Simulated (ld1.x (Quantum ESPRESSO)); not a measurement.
# scandium (Sc), PAW: configuration errors across variants

```
Element                 : Sc
Generator               : ld1.x (Quantum ESPRESSO) 7.5
Type                    : PAW
Functional              : PBE
Relativity              : scalar-relativistic
Frozen core             : [Ne]
Valence charge          : 11
Reference configuration : 3s2 3p6 3d1 4s1.75 4p0 (charge +0.25)
Partial waves           : 3s (bound): rcut 1.40, rcutus 1.55 bohr; 4s (bound): rcut 1.40, rcutus 1.55 bohr; 3p (bound): rcut 1.75, rcutus 2.15 bohr; 4p (bound, empty): rcut 1.75, rcutus 2.15 bohr; 3d (bound): rcut 1.60, rcutus 1.95 bohr; 3d channel at 2.1 Ry: rcut 1.60, rcutus 1.95 bohr
Local potential         : all-electron potential smoothed inside 1.45 bohr (lloc = -1)
Core correction         : Bessel-smoothed model core, default radius (core density twice the valence density)
Augmentation charge     : PSQ, inside the norm-conserving radii
```

All-electron excitation energies from the reference (eV): (1) 3s2 3p6 3d1 4s2 4p0 -1.209; (2) 3s2 3p6 3d1 4s1 4p0 5.687; (3) 3s2 3p6 3d1 4s0 4p0 18.456; (4) 3s2 3p6 3d0 4s2 4p0 7.172; (5) 3s2 3p6 3d1 4s0 4p2 4.465; (6) 3s1 3p6 3d1 4s2 4p0 60.763; (7) 3s2 3p6 3d0 4s0 4p0 43.326.

The overlap operator is not positive definite (basis up to 400 Ry) in “base”, “waves 3s (bound): rcut 1.00, rcutus 1.06 bohr; 4s (bound): rcut 1.00, rcutus 1.06 bohr”, “waves 3s (bound): rcut 1.10, rcutus 1.16 bohr; 4s (bound): rcut 1.10, rcutus 1.16 bohr”, “waves 3s (bound): rcut 1.40, rcutus 1.52 bohr; 4s (bound): rcut 1.40, rcutus 1.52 bohr”, “waves 3s (bound): rcut 1.40, rcutus 1.70 bohr; 4s (bound): rcut 1.40, rcutus 1.70 bohr”, “waves 3s (bound): rcut 1.40, rcutus 2.36 bohr; 4s (bound): rcut 1.40, rcutus 2.36 bohr”. Such files are unfit for use, however small their errors in these radial tests.

3 further variants failed, have other tests or too few solved ones, and are left out.

Errors AE − PS in meV (a dash: test not solved or not reliable):

```csv
change,(1),(2),(3),(4),(5),(6),(7),bound ghosts
base,0.0,-0.4,-1.4,-404,-2.9,-988,-729,not determined (overlap not positive)
"waves 3s (bound): rcut 1.00, rcutus 1.06 bohr; 4s (bound): rcut 1.00, rcutus 1.06 bohr",+0.1,-0.3,-1.8,-367,+1.3,-938,-707,not determined (overlap not positive)
"waves 3s (bound): rcut 1.10, rcutus 1.16 bohr; 4s (bound): rcut 1.10, rcutus 1.16 bohr",+0.1,-0.3,-1.7,-366,-1.1,-937,-707,not determined (overlap not positive)
"waves 3s (bound): rcut 1.40, rcutus 1.52 bohr; 4s (bound): rcut 1.40, rcutus 1.52 bohr",0.0,-0.4,-1.4,-404,-2.9,-988,-729,not determined (overlap not positive)
"waves 3s (bound): rcut 1.40, rcutus 1.70 bohr; 4s (bound): rcut 1.40, rcutus 1.70 bohr",+0.1,-0.3,-1.6,-374,-1.7,-918,-719,not determined (overlap not positive)
"waves 3s (bound): rcut 1.40, rcutus 2.36 bohr; 4s (bound): rcut 1.40, rcutus 2.36 bohr",-0.2,-4.6,-40,–,–,–,–,not determined (overlap not positive)
```

(1) Give the same row for: waves 3s (bound): rcut 1.22, rcutus 1.30 bohr; 4s (bound): rcut 1.22, rcutus 1.30 bohr.

Answers

(1) 0.0, -0.3, -1.7, -364, -1.2, -930, -704; bound ghosts: not determined (overlap not positive). Its overlap operator is not positive definite in a basis up to 400 Ry (lowest eigenvalue p -2.48), so the file is unfit for use: the generalised eigenproblem breaks down once the basis is large enough, and its test numbers describe a broken file.
